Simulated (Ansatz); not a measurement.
Input for Ansatz (a first-principles code): R-CCSD(T)/def2-SVP on AgH6NSi2 (SMILES [SiH3][N]([SiH3])[Ag]). Elements past Kr take the def2 small-core potentials; no spin–orbit coupling.

Ansatz 0.2 input:
```yaml
crystal:
  periodic: [false, false, false]
  atoms:
    - {symbol: Ag, position_ang: [0.00702386, -1.03563365, 2.39549467]}
    - {symbol: N, position_ang: [-0.00047288, -0.12257867, 0.53588482]}
    - {symbol: Si, position_ang: [1.55409725, 0.11575062, -0.18353584]}
    - {symbol: Si, position_ang: [-1.55535092, 0.05727266, -0.19967127]}
    - {symbol: H, position_ang: [1.41668347, 0.96034397, -1.41297180]}
    - {symbol: H, position_ang: [2.24093462, -1.15580993, -0.58817839]}
    - {symbol: H, position_ang: [2.49411587, 0.80367223, 0.75892438]}
    - {symbol: H, position_ang: [-2.18923362, -1.23898393, -0.61238342]}
    - {symbol: H, position_ang: [-2.53052530, 0.70815512, 0.73333767]}
    - {symbol: H, position_ang: [-1.43727234, 0.90781158, -1.42700081]}
basis:
  gaussian:
    orbitals: def2-SVP
magnetization: {spin_polarized: false}
correlation: {method: ccsd_t, electrons: outside_noble_gas}
scf: {lower_state_search: off}
```

The log:

```
WARN ansatz: RAYON_NUM_THREADS=8 ignored (pool sized by the plan → 8); use --threads N
Functional definition: HF
these checks for a lower state are left out or cut short: stability, starts, cluster_reference, orbital_swaps, neighbouring_geometries, increment
integrals: 0.18 GiB planned
1106 factors; integrals over basis functions are off by at most 1.1e-3 eV
mean field: 0.40 GiB planned
mean field evaluation 1: about -21267.0760 eV, gradient 3.7e1 eV
mean field evaluation 2: about -21267.1701 eV, gradient 3.7e1 eV
mean field evaluation 4: about -21270.6081 eV, gradient 4.8e0 eV
mean field evaluation 8: about -21270.7030 eV, gradient 5.2e-1 eV
mean field evaluation 16: about -21270.7066 eV, gradient 2.9e-6 eV
mean field -21270.70662227 eV, -781.6840505655 hartree, gradient 2.9e-6 eV, S^2 0.000000; 0 other end points of the search recorded, 0 dependent functions left out
15 core orbitals not correlated
reference -21270.70662227 eV, -781.6840505655 hartree; 15, 15 occupied and 81, 81 virtual orbitals, 1106 factors
second order -16.92399973 eV of doubles, -0.00000000 eV of singles
coupled cluster: 0.52 GiB planned
cycle   1  -17.25093791 eV  change   -3.3e-1 eV  update   1.2e-1
cycle   2  -17.74457632 eV  change   -4.9e-1 eV  update   3.8e-2
cycle   3  -17.89553849 eV  change   -1.5e-1 eV  update   2.8e-2
cycle   4  -17.89085106 eV  change    4.7e-3 eV  update   1.2e-2
cycle   5  -17.88512159 eV  change    5.7e-3 eV  update   7.4e-3
cycle   6  -17.88927478 eV  change   -4.2e-3 eV  update   2.7e-3
cycle   7  -17.88923150 eV  change    4.3e-5 eV  update   1.1e-3
cycle   8  -17.88895336 eV  change    2.8e-4 eV  update   4.1e-4
cycle   9  -17.88913444 eV  change   -1.8e-4 eV  update   2.0e-4
cycle  10  -17.88914678 eV  change   -1.2e-5 eV  update   8.1e-5
cycle  11  -17.88911741 eV  change    2.9e-5 eV  update   3.8e-5
cycle  12  -17.88913758 eV  change   -2.0e-5 eV  update   1.9e-5
perturbative correction -0.52422721 eV, -0.0192649948 hartree
Total energy: -21289.11998706 eV, -782.3607292406 hartree
Checks for a lower state left out: stability, starts, cluster_reference, orbital_swaps, neighbouring_geometries, increment
```

Self-consistency was reached.

Cost: roughly 23 core-seconds.
